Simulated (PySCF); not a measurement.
Excitations are Tamm–Dancoff values on a coarser integration grid. The basis has no diffuse functions, so Rydberg states are missing or too high.

HO2S, SMILES `[SH+](=O)=O` (charge 1, multiplicity 1)

All values below come from PBE-D3(BJ)/def2-TZVP (PySCF).

```json
{
  "HOMO": "-17.12 eV",
  "LUMO": "-12.40 eV",
  "HOMO–LUMO gap": "4.71 eV",
  "S1 excitation (TDA)": "4.91 eV",
  "S1 oscillator strength": "0.000",
  "T1 excitation (TDA)": "4.21 eV",
  "S1–T1 gap (TDA)": "0.70 eV",
  "total_energy": "-14928.02 eV",
  "cost": "around 30 core-seconds (rough)"
}
```

```xyz
4

O     -0.6423    -1.3018    -0.0096
S     -0.0743     0.0013    -0.0005
O     -0.5972     1.3231     0.0014
H      1.3138    -0.0226     0.0087
```
Charge +1, spin multiplicity 1.
